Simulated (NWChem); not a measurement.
C$_{2}$H$_{2}$F$_{2}$OSi; SMILES O1C=C[Si]1(F)F

```xyz
8

F      0.0297    -1.3061    -1.2711
Si     0.0945    -0.3355     0.0000
F      0.0297    -1.3061     1.2711
C      1.0758     1.1898     0.0000
C     -0.1437     1.7728     0.0000
O     -1.1564     0.8372     0.0000
H      2.0630     1.6415     0.0000
H     -0.4538     2.8239     0.0000
```
Atoms are numbered in this order, from 1.

Program: NWChem. Pople sets run with spherical d functions. Structure relaxed at the PBE0/def2-SVP level. Level: PBE/6-31G* with SMD (1 M gas to 1 M solution), gas-phase geometry. Reactions with the solvent are ignored.

| solvent | dielectric constant | solvation free energy (kcal/mol) | cavity-dispersion-structure term (kcal/mol) | dipole in solution (D) |
|---|---|---|---|---|
| water | 78.4 | -0.2 | 4.1 | 2.85 |
| cyclohexane | 2.02 | (withheld) | 0.3 | (withheld) |
| chloroform | 4.71 | -2.2 | 0.6 | 2.63 |
| 2-propanol | 19.3 | -2.2 | 1.7 | 2.79 |

### Question
Fill in the missing entries.

### Answer

- cyclohexane, solvation free energy (kcal/mol): -1.3
- cyclohexane, dipole in solution (D): 2.43
